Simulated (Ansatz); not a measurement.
`CC(C)(O)[SiH3]` + `ClC1=CCO1` → `[SiH3]C1=CCO1` + `CC(C)(O)Cl`  (formal exchange of groups at the Si–C bond)

Gas-phase electronic energies from Ansatz, PBE0-D4/def2-TZVP geometries. CCSD(T)/CBS is the MP2 limit (def2-TZVPP, def2-QZVPP) plus CCSD(T) − MP2 in def2-TZVPP, frozen cores. DFT in def2-TZVPP. One conformer a species, not always the lowest.

Q: Is it downhill or uphill in electronic energy at CCSD(T)/CBS, and by how much? (An estimate is asked.)

A: Computed: Downhill: ΔE = -11.5 kcal/mol.

Q: What do these levels give: PBE0-D4, ωB97M-V, r2SCAN, MP2/def2-TZVPP, HF/CBS(def2), CCSD/CBS(def2)? (An estimate is asked.)

A: Computed: PBE0-D4 -9.9, ωB97M-V -10.8, r2SCAN -11.1, MP2/def2-TZVPP -10.0, HF/CBS(def2) -13.9, CCSD/CBS(def2) -11.6 kcal/mol.

Largest T1 diagnostic among the species: 0.014.

In def2-TZVPP, CCSD(T) changes the Hartree–Fock value by +3.1 kcal/mol (the triples alone add +0.2 kcal/mol) and MP2 by +3.8 kcal/mol.
